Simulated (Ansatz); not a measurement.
Basis sets compared for AlGe20H32⁻, a doped nanocrystal cut from the lattice of germanium (Al on a surface site). The state is a singlet with charge -1. Geometry PBE-D4/def2-SVP. Ansatz on 11 threads of AMD EPYC 7R13 on a shared host and a whole NVIDIA H100 80GB HBM3; times are rough, and most runs start from earlier orbitals.

Cartesian coordinates in Å:
```
Ge 4.070 1.427 -1.387
Ge 0.864 0.807 -3.783
Ge 0.856 -2.918 -2.713
Ge 0.902 3.857 -0.558
Ge 0.696 -0.181 0.106
Ge 0.923 2.529 3.054
Ge -2.446 2.218 1.032
Ge -2.579 -0.807 -2.302
Ge -2.615 -4.666 -1.364
Ge -2.650 -1.866 1.585
Ge -2.501 0.891 4.679
Ge 3.337 3.664 -0.717
Ge 3.306 0.920 -3.654
Ge 3.146 -0.216 0.175
Ge -0.118 -0.735 -2.146
Ge -0.165 -4.805 -1.529
Ge -0.009 2.056 0.832
Ge -0.200 -1.776 1.743
Ge -0.096 1.303 4.916
Ge -3.278 0.368 2.409
Al -3.582 -2.448 -0.683
H 5.636 1.414 -1.354
H 0.496 0.336 -5.227
H 0.313 2.258 -3.641
H 2.404 -2.875 -2.487
H 0.661 -3.116 -4.252
H 0.287 3.862 -1.987
H 0.557 5.236 0.092
H 2.462 2.272 3.061
H 0.738 4.055 3.340
H -3.089 2.238 -0.385
H -2.777 3.590 1.707
H -2.759 -1.156 -3.824
H -2.982 0.708 -2.233
H -3.063 -5.143 -2.792
H -2.963 -5.900 -0.456
H -3.057 -2.769 2.808
H -3.221 2.174 5.213
H -2.874 -0.252 5.676
H 3.912 4.733 -1.702
H 3.933 3.993 0.687
H 3.895 1.981 -4.640
H 3.913 -0.455 -4.072
H 3.682 -1.631 -0.205
H 3.666 0.098 1.613
H 0.314 -6.102 -2.267
H 0.501 -4.864 -0.119
H 0.329 -1.341 3.149
H 0.460 -3.157 1.445
H 0.655 -0.045 5.114
H 0.145 2.136 6.218
H -4.836 0.534 2.478
H -5.199 -2.431 -0.655
```

The 6-31G sets use Cartesian d functions. Single mean-field runs in 6-31G, STO-3G, def2-SVP, def2-TZVP are fitted with def2-universal-jkfit.

```json
{"level": "HF/STO-3G", "functions": "401", "energy (Eh)": "-41293.6985", "HOMO (eV)": "-2.77", "LUMO (eV)": "10.88", "wall time": "3.3 s"}
{"level": "HF/6-31G", "functions": "657", "energy (Eh)": "-41761.3269", "HOMO (eV)": "-5.81", "LUMO (eV)": "4.10", "wall time": "5.5 s"}
{"level": "PBE-D4/def2-SVP", "functions": "818", "energy (Eh)": "-41790.5872", "HOMO (eV)": "-3.00", "LUMO (eV)": "0.64", "wall time": "6.5 s"}
{"level": "PBE0-D4/def2-SVP", "functions": "818", "energy (Eh)": "-41791.7480", "HOMO (eV)": "-3.91", "LUMO (eV)": "1.30", "wall time": "8.5 s"}
```

**Question.** Estimate the rows for PBE-D4/def2-TZVP (with forces), PBE0-D4/def2-TZVP.

**Answer.** 
| level | functions | energy (Eh) | HOMO (eV) | LUMO (eV) | wall time |
| --- | --- | --- | --- | --- | --- |
| PBE-D4/def2-TZVP (with forces) | 1189 | -41795.9177 | -3.07 | 0.51 | 9.5 s |
| PBE0-D4/def2-TZVP | 1189 | -41797.0551 | -3.94 | 1.20 | 16 s |
